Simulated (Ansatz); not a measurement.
`CB(C)F` + `O[Si](O)(Cl)Cl` → `CO[Si](O)(Cl)Cl` + `CBF`  (substitution at a C–B bond)

Computed with Ansatz on PBE0-D4/def2-TZVP structures; ΔE is electronic, products minus reactants. CCSD(T)/CBS adds triple-zeta CCSD(T) − MP2 to the extrapolated MP2 energy (def2 sets, frozen cores). This one scheme is used for every species. DFT in def2-TZVPP. B3LYP here is the variant with VWN-RPA as its local correlation; programs differ in this. One conformer a species, not always the lowest.

CCSD(T)/CBS gives +104.9 kJ/mol.

Problem. Another level gave +102.7 kJ/mol. Which?
A. r2SCAN/def2-TZVPP
B. CCSD(T)/def2-TZVPP
C. B3LYP-D4/def2-TZVPP
D. HF/def2-TZVPP

Solution. B. CCSD(T)/def2-TZVPP 102.7, HF/def2-TZVPP 93.0, r2SCAN 109.2, B3LYP-D4 97.8 kJ/mol.

Largest T1 diagnostic among the species: 0.012.

In def2-TZVPP, CCSD(T) changes the Hartree–Fock value by +9.7 kJ/mol (the triples alone add +0.1 kJ/mol) and MP2 by +13.8 kJ/mol. The D4 term adds −3.1 kJ/mol with B3LYP and −1.9 kJ/mol with PBE0; it sums over pairs of atoms, weighted by their polarisabilities, and B3LYP, whose exchange is more repulsive, gets the larger term.
